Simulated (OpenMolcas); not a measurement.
**How basis sets differ on Si2NH6Cl (SMILES N[SiH]([SiH3])Cl)**

Si2NH6Cl: 10 atoms, total charge 0, spin state singlet. As SMILES, `N[SiH]([SiH3])Cl`. The shape is that of a PBE0-D4/def2-TZVP optimisation. This is one conformer, not always the lowest.

```xyz
10

N    -0.5004    1.6404   -0.4766
Si   -0.0887    0.0244   -0.8347
Si    0.6780   -1.0308    1.1036
Cl   -1.6696   -1.1358   -1.5384
H    -1.0668    1.8573    0.3279
H    -0.6576    2.3023   -1.2205
H     0.8891    0.0600   -1.9482
H     0.8722   -2.4826    0.8551
H    -0.3361   -0.8538    2.1795
H     1.9629   -0.4326    1.5554
```

Each level gives the dipole moment (D). The values are calculated.

```tsv
level	kind	program	value (D)	CPU time
HF/ANO-R0 (sfX2C)	Hartree–Fock	OpenMolcas	2.69	5.3 s
HF/ANO-RCC-MB (DKH2)	Hartree–Fock	OpenMolcas	2.67	5.7 s
HF/STO-3G	Hartree–Fock	OpenMolcas	2.76	3.5 s
HF/3-21G	Hartree–Fock	OpenMolcas	3.00	4.9 s
HF/6-31G* (spherical functions)	Hartree–Fock	OpenMolcas	2.37	13 s
```

The values span 2.37 to 3.00 D. Magnitudes only. Sets without polarisation functions give poor dipoles. Times are those of the runs behind each value, whatever else they computed, on shared processors of several kinds: orders of magnitude only.
